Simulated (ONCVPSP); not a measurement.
# What one change does to a pseudopotential (Zr, ONCV)

```json
{
  "Element": "zirconium",
  "Generator": "ONCVPSP 4.0.1",
  "Type": "optimised norm-conserving Vanderbilt (ONCV)",
  "Functional": "revPBE",
  "Relativity": "fully relativistic",
  "Frozen core": "[Ar] 3d10",
  "Valence charge": "12",
  "Reference configuration": "4s2 4p6 4d2 5s2",
  "Partial waves": "4s+5s: rc 2.25 bohr, ncon 4, nbas 7, qcut 6.4 1/bohr, 3 projectors, debl 1.4 Ha; 4p: rc 2.15 bohr, ncon 4, nbas 7, qcut 6.4 1/bohr, 3 projectors, debl 2.1 Ha; 4d: rc 2.00 bohr, ncon 4, nbas 8, qcut 4.7 1/bohr, 2 projectors, debl 3.5 Ha",
  "Local potential": "polynomial inside 1.30 bohr (lpopt 5, dvloc0 1 Ha)",
  "Core correction": "Teter function fitted to the true core (icmod 2), fcfact 0.2"
}
```

Open shells are filled in proportion to 2j + 1.

All-electron outer shells of the reference configuration (revPBE, scalar-relativistic, ld1.x):

| shell | level (eV) | outermost node (bohr) | outermost maximum (bohr) |
| --- | --- | --- | --- |
| 3d | -174.67 | – | 0.35 |
| 4s | -54.49 | 0.55 | 1.08 |
| 4p | -32.46 | 0.56 | 1.17 |
| 5s | -4.39 | 1.47 | 3.15 |
| 4d | -3.57 | 0.58 | 1.59 |

Change: s: nproj 2.

Cutoffs: the cutoffs (Ha) at which the residual kinetic energy of the hardest occupied pseudo-wave falls to 1 and 0.1 mHa per electron; they do not see the model core or the augmentation charge, which bear on the density cutoff. Errors are all-electron minus pseudo energies relative to the spin-unpolarised reference configuration.

**Question.** How do hardness, ghosts and transferability respond?

**Answer.** The potential gets neither clearly harder nor softer (16 Ha and 53 Ha → 16 Ha and 53 Ha); the errors of the 4 common tests hardly move; the range in which the s phases agree narrows (upper end at the end of the scan → 3.5); neither file shows a bound ghost.

| quantity | base | changed |
| --- | --- | --- |
| cutoff, loose | 16 Ha | 16 Ha |
| cutoff, tight | 53 Ha | 53 Ha |
| bound ghosts | none | none |
| GHOST(+) flags under 300 eV | s at 266.4 eV | s at 122.6 eV |
| error for 4s2 4p6 4d2 5s1, meV [ΔE 7.07 eV] | -0.9 | -0.9 |
| error for 4s2 4p6 4d2 5s0, meV [ΔE 19.86 eV] | -5.9 | -5.7 |
| error for 4s2 4p6 4d1 5s0, meV [ΔE 42.41 eV] | +6.3 | +6.3 |
| error for 4s2 4p6 4d3 5s0, meV [ΔE 7.40 eV] | -8.2 | -8.0 |
| s: phases at 2.28 bohr within 0.05 rad from the reference energy up to (Ha; the scan ends near 5) | to the end of the scan | 3.5 |
| p3/2: phases at 2.19 bohr within 0.05 rad from the reference energy up to (Ha; the scan ends near 5) | to the end of the scan | to the end of the scan |
| p1/2: phases at 2.19 bohr within 0.05 rad from the reference energy up to (Ha; the scan ends near 5) | to the end of the scan | to the end of the scan |
| d5/2: phases at 2.03 bohr within 0.05 rad from the reference energy up to (Ha; the scan ends near 5) | to the end of the scan | to the end of the scan |
| d3/2: phases at 2.03 bohr within 0.05 rad from the reference energy up to (Ha; the scan ends near 5) | to the end of the scan | to the end of the scan |
| rms error of d²Exc/dni dnj with the model core, mHa | 3.51 | 3.51 |

Base: The cutoffs count occupied waves only; projector 2 of the d channel, the hardest unoccupied one, needs 43 Ha at the loose tolerance. Changed file: The cutoffs count occupied waves only; projector 2 of the d channel, the hardest unoccupied one, needs 43 Ha at the loose tolerance.
